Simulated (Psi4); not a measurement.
zinc atom (Zn), singlet; R2SCAN/STO-3G run with Psi4.

The Psi4 input:
```
memory 2 GB

molecule {
0 1
  Zn    0.00000000    0.00000000    0.00000000
}

set basis sto-3g

energy('r2scan')
print_variables()
```

Predict the main parts of the log of this Psi4 run.


```
   => Loading Basis Set <=

    Name: STO-3G
    Role: ORBITAL
    Keyword: BASIS

         ---------------------------------------------------------
                                   SCF
               by Justin Turney, Rob Parrish, Andy Simmonett
                          and Daniel G. A. Smith
                              RKS Reference
         ---------------------------------------------------------

  ==> Geometry <==

    Molecular point group: d2h
    Geometry (in Angstrom), charge = 0, multiplicity = 1:

       Center              X                  Y                   Z               Mass
    ------------   -----------------  -----------------  -----------------  -----------------
         ZN           0.000000000000     0.000000000000     0.000000000000    63.929142010000

  Running in d2h symmetry.

  Rotational constants: A = ************  B = ************  C = ************ [cm^-1]
  Rotational constants: A = ************  B = ************  C = ************ [MHz]
  Nuclear repulsion =    0.000000000000000

  Charge       = 0
  Multiplicity = 1
  Electrons    = 30
  Nalpha       = 15
  Nbeta        = 15

  ==> Algorithm <==

  SCF Algorithm Type is DF.
  DIIS enabled.
  MOM disabled.
  Fractional occupation disabled.
  Guess Type is CORE.
  Energy threshold   = 1.00e-06
  Density threshold  = 1.00e-06
  Integral threshold = 1.00e-12

  ==> Primary Basis <==

  Basis Set: STO-3G
    Blend: STO-3G
    Number of shells: 8
    Number of basis functions: 18
    Number of Cartesian functions: 19
    Spherical Harmonics?: true
    Max angular momentum: 2

  ==> DFT Potential <==

   => LibXC <=

    Version 7.1.2
    S. Lehtola, C. Steigemann, M. J. T. Oliveira, and M. A. L. Marques,  SoftwareX 7, 1–5 (2018) (10.1016/j.softx.2017.11.002)

   => Composite Functional: R2SCAN <=

    r2SCAN Meta-GGA XC Functional  (0.1021/acs.jpclett.0c02405)
    J. W. Furness, A. D. Kaplan, J. Ning, J. P. Perdew, J. Sun  J. Phys. Chem. Lett.  11, 8208–8215, 2020

    Deriv               =              1
    GGA                 =           TRUE
    Meta                =           TRUE

    Exchange Hybrid     =          FALSE
    MP2 Hybrid          =          FALSE

   => Exchange Functionals <=

    1.0000   XC_MGGA_X_R2SCAN

   => Correlation Functionals <=

    1.0000   XC_MGGA_C_R2SCAN

   => LibXC Density Thresholds  <==

    XC_MGGA_C_R2SCAN:  1.00E-15
    XC_MGGA_X_R2SCAN:  1.00E-11

   => Molecular Quadrature <=

    Radial Scheme          =       TREUTLER
    Pruning Scheme         =           NONE
    Nuclear Scheme         =       TREUTLER

    Blocking Scheme        =         OCTREE
    BS radius alpha        =              1
    Pruning alpha          =              1
    Radial Points          =             75
    Spherical Points       =            302
    Total Points           =          18718
    Total Blocks           =            200
    Max Points             =            246
    Max Functions          =             18
    Weights Tolerance      =       1.00E-15

   => Loading Basis Set <=

    Name: (STO-3G AUX)
    Role: JKFIT
    Keyword: DF_BASIS_SCF

  ==> Integral Setup <==

  SCF_SUBTYPE=INCORE selected. In-core MEM_DF algorithm will be used.
  Using in-core AOs.

  ==> MemDFJK: Density-Fitted J/K Matrices <==

    J tasked:                   Yes
    K tasked:                    No
    wK tasked:                   No
    Algorithm:                 Core
    Schwarz Cutoff:           1E-12
    Mask sparsity (%):       0.0000
    Fitting Condition:        1E-10

   => Auxiliary Basis Set <=

  Basis Set: (STO-3G AUX)
    Blend: DEF2-UNIVERSAL-JKFIT
    Number of shells: 58
    Number of basis functions: 264
    Number of Cartesian functions: 377
    Spherical Harmonics?: true
    Max angular momentum: 6

  Minimum eigenvalue in the overlap matrix is 4.8218976270E-01.
  Reciprocal condition number of the overlap matrix is 3.1157086655E-01.
    Using symmetric orthogonalization.

  ==> Pre-Iterations <==

[...]
   @DF-RKS iter  83: -1757.64941911756364   -4.35398e-02   6.90099e-02 ADIIS/DIIS
   @DF-RKS iter  84: -1757.62085684099270    2.85623e-02   7.56798e-02 ADIIS/DIIS
   @DF-RKS iter  85: -1757.63994269536124   -1.90859e-02   7.13059e-02 ADIIS/DIIS
    Occupation by irrep:
             Ag   B1g   B2g   B3g    Au   B1u   B2u   B3u
    DOCC [     5,    1,    0,    0,    0,    3,    3,    3 ]
    NA   [     5,    1,    0,    0,    0,    3,    3,    3 ]
    NB   [     5,    1,    0,    0,    0,    3,    3,    3 ]

   @DF-RKS iter  86: -1757.62749628837014    1.24464e-02   7.41934e-02 ADIIS/DIIS
   @DF-RKS iter  87: -1752.34439011835639    5.28311e+00   2.38158e-05 DIIS
    Occupation by irrep:
             Ag   B1g   B2g   B3g    Au   B1u   B2u   B3u
    DOCC [     6,    1,    1,    1,    0,    2,    2,    2 ]
    NA   [     6,    1,    1,    1,    0,    2,    2,    2 ]
    NB   [     6,    1,    1,    1,    0,    2,    2,    2 ]

   @DF-RKS iter  88: -1752.34438920045977    9.17897e-07   8.31174e-05 DIIS
   @DF-RKS iter  89: -1757.46764117409407   -5.12325e+00   1.03233e-01 ADIIS
   @DF-RKS iter  90: -1757.71362683482084   -2.45986e-01   5.01862e-02 ADIIS/DIIS
   @DF-RKS iter  91: -1757.57287686512177    1.40750e-01   8.55101e-02 ADIIS/DIIS
   @DF-RKS iter  92: -1757.66942625752654   -9.65494e-02   6.38378e-02 ADIIS/DIIS
   @DF-RKS iter  93: -1757.60662675219623    6.27995e-02   7.87522e-02 ADIIS/DIIS
   @DF-RKS iter  94: -1757.64905659171427   -4.24298e-02   6.90994e-02 ADIIS/DIIS
   @DF-RKS iter  95: -1757.62114256566451    2.79140e-02   7.56166e-02 ADIIS/DIIS
   @DF-RKS iter  96: -1757.63978615257133   -1.86436e-02   7.13431e-02 ADIIS/DIIS
    Occupation by irrep:
             Ag   B1g   B2g   B3g    Au   B1u   B2u   B3u
    DOCC [     5,    1,    0,    0,    0,    3,    3,    3 ]
    NA   [     5,    1,    0,    0,    0,    3,    3,    3 ]
    NB   [     5,    1,    0,    0,    0,    3,    3,    3 ]

   @DF-RKS iter  97: -1757.62747846143589    1.23077e-02   7.41975e-02 ADIIS/DIIS
   @DF-RKS iter  98: -1752.34438703389014    5.28309e+00   1.59579e-04 ADIIS/DIIS
   @DF-RKS iter  99: -1752.34428336526298    1.03669e-04   8.61848e-04 ADIIS/DIIS
    Occupation by irrep:
             Ag   B1g   B2g   B3g    Au   B1u   B2u   B3u
    DOCC [     6,    1,    1,    1,    0,    2,    2,    2 ]
    NA   [     6,    1,    1,    1,    0,    2,    2,    2 ]
    NB   [     6,    1,    1,    1,    0,    2,    2,    2 ]

   @DF-RKS iter 100: -1752.34438988586726   -1.06521e-04   4.65301e-05 DIIS

PsiException: Could not converge SCF iterations in 100 iterations.

  Failed to converge.

Traceback (most recent call last):
  File "psi4", line 375, in <module>
  File "<string>", line 21, in <module>
  File "site-packages/psi4/driver/driver.py", line 533, in energy
  File "site-packages/psi4/driver/procrouting/proc.py", line 2760, in run_scf
  File "site-packages/psi4/driver/procrouting/proc.py", line 2047, in scf_helper
  File "site-packages/psi4/driver/procrouting/scf_proc/scf_iterator.py", line 93, in scf_compute_energy
  File "site-packages/psi4/driver/procrouting/scf_proc/scf_iterator.py", line 86, in scf_compute_energy
  File "site-packages/psi4/driver/procrouting/scf_proc/scf_iterator.py", line 609, in scf_iterate

psi4.driver.p4util.exceptions.SCFConvergenceError: Could not converge SCF iterations in 100 iterations.

Printing out the relevant lines from the Psithon --> Python processed input file:
    0 1
      Zn    0.00000000    0.00000000    0.00000000
    """)
    core.IO.set_default_namespace("")
    core.set_global_option("BASIS", "sto-3g")
--> energy('r2scan')
    print_variables()

!-------------------------------------------------------!
!                                                       !
!  Could not converge SCF iterations in 100 iterations. !
!                                                       !
!-------------------------------------------------------!
```

Convergence was not reached.
